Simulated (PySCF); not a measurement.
Magnetisability and related constants of `CC(C)C[C@](C)(F)S(=O)(=O)Cl`, C6H12ClFO2S

Computed with GIAO wB97X-D/pcSseg-1 magnetisability, rotational g tensor and spin-rotation constants, non-relativistic, gas phase (PySCF 2.14.0). Geometry: GFN2-xTB.

Input:
```
{"job": {"kind": "mag", "xc": "wB97X-D", "basis": "pcSseg-1", "isotopologues": 0}, "charge": 0, "multiplicity": 1}
C     -1.842488     1.082443    -0.335486
C     -1.195665    -0.298556    -0.394417
C     -2.241851    -1.388779    -0.159980
C     -0.082426    -0.459109     0.651152
C      1.122386     0.448686     0.504691
C      2.324705    -0.004659     1.293529
F      0.835385     1.757158     0.761290
S      1.620891     0.450053    -1.289658
O      0.817279     1.303991    -2.097222
O      1.826024    -0.903390    -1.696953
Cl     3.463048     1.318716    -1.256476
H     -2.715327     1.109252    -0.982615
H     -1.152137     1.848544    -0.674914
H     -2.159154     1.315772     0.679334
H     -0.760392    -0.444421    -1.387149
H     -2.696593    -1.276680     0.822056
H     -3.026195    -1.322308    -0.908497
H     -1.793673    -2.377327    -0.224068
H     -0.503291    -0.289596     1.648027
H      0.291831    -1.483722     0.605338
H      2.742378    -0.889597     0.819260
H      3.080834     0.777238     1.316119
H      2.039678    -0.246724     2.316716
```
Coordinates are in Å.

Command: `OMP_NUM_THREADS=1 python excited_run.py task.json out`

Task: Show the output.

Result: Atoms count from 0.
```
coarse grid: 20464 points
cycle   1  E = -1343.7753092550  dE =  2.582e+00  |g| = 1.372e+00  |ddm| = 4.364e+00
cycle   2  E = -1343.3495318983  dE =  4.258e-01  |g| = 2.139e+00  |ddm| = 2.537e+00
cycle   3  E = -1344.1328463472  dE = -7.833e-01  |g| = 1.138e-01  |ddm| = 1.560e+00
cycle   4  E = -1344.1348288796  dE = -1.983e-03  |g| = 7.323e-02  |ddm| = 1.633e-01
cycle   5  E = -1344.1357604824  dE = -9.316e-04  |g| = 1.904e-02  |ddm| = 6.100e-02
cycle   6  E = -1344.1358196351  dE = -5.915e-05  |g| = 7.760e-03  |ddm| = 1.857e-02
cycle   7  E = -1344.1358306094  dE = -1.097e-05  |g| = 2.206e-03  |ddm| = 7.702e-03
cycle   8  E = -1344.1358316455  dE = -1.036e-06  |g| = 7.042e-04  |ddm| = 2.471e-03
final grid: 189224 points
cycle   9  E = -1344.2363782302  dE = -3.267e-04  |g| = 9.285e-03  |ddm| = 5.580e-02
cycle  10  E = -1344.2363802248  dE = -1.995e-06  |g| = 9.888e-03  |ddm| = 1.735e-02
cycle  11  E = -1344.2363957754  dE = -1.555e-05  |g| = 1.032e-03  |ddm| = 7.121e-03
cycle  12  E = -1344.2363959360  dE = -1.607e-07  |g| = 6.661e-04  |ddm| = 1.470e-03
cycle  13  E = -1344.2363960162  dE = -8.020e-08  |g| = 2.088e-04  |ddm| = 6.815e-04
cycle  14  E = -1344.2363960242  dE = -7.942e-09  |g| = 7.395e-05  |ddm| = 2.193e-04
cycle  15  E = -1344.2363960253  dE = -1.159e-09  |g| = 1.733e-05  |ddm| = 8.909e-05
cycle  16  E = -1344.2363960254  dE = -9.368e-11  |g| = 7.793e-06  |ddm| = 3.476e-05
converged SCF energy = -1344.2363960254

Magnetisability tensor (1e-30 J/T^2)
    -2033.20      -56.18      -27.66
      -56.18    -1943.44        1.34
      -27.66        1.34    -1821.16
isotropic -1932.60   principal values   -2062.69  -1918.14  -1816.97
isotropic susceptibility -116.384 1e-6 cm^3/mol

Inertial axes            a          b          c
rot. const./GHz      1.4386     0.5975     0.5617
chi total          -122.493   -110.997   -115.662
chi diamagnetic    -983.908  -2139.374  -2254.113
chi paramagnetic    861.415   2028.377   2138.451
quadrupole/D A        5.374      0.625     -5.999
g nuclear            0.5656     0.5601     0.5578
g electronic        -0.5822    -0.5694    -0.5643
g total             -0.0166    -0.0093    -0.0065

Spin-rotation constants (kHz, H = +C I.J)
atom  isotope        aa         bb         cc
  6    19F        1.221      0.377      0.478
 10   35Cl        0.187      0.382      0.330
 11     1H       -0.082     -0.027     -0.056
 12     1H       -0.008     -0.067     -0.034
 13     1H       -0.131     -0.008     -0.060
 14     1H       -0.074     -0.008     -0.067
 15     1H       -0.093     -0.015     -0.067
 16     1H       -0.106     -0.016     -0.057
 17     1H       -0.152     -0.069      0.010
 18     1H       -0.092     -0.009     -0.071
 19     1H       -0.154     -0.073      0.018
 20     1H       -0.161     -0.050     -0.004
 21     1H       -0.018     -0.052     -0.051
 22     1H       -0.123     -0.001     -0.065
  0    13C*       0.239      0.092      0.073
  1    13C*       0.234      0.090      0.092
  2    13C*       0.204      0.102      0.083
  3    13C*       0.257      0.109      0.109
  4    13C*       0.430      0.173      0.178
  5    13C*       0.213      0.100      0.086
  7    33S*       0.661      0.276      0.204
  8    17O*      -0.293     -0.207     -0.189
  9    17O*      -0.297     -0.196     -0.174
* in the singly substituted isotopologue
```

It took 6 min wall time on 1 thread of an Intel Xeon, shared host, peak memory 1.4 GiB.
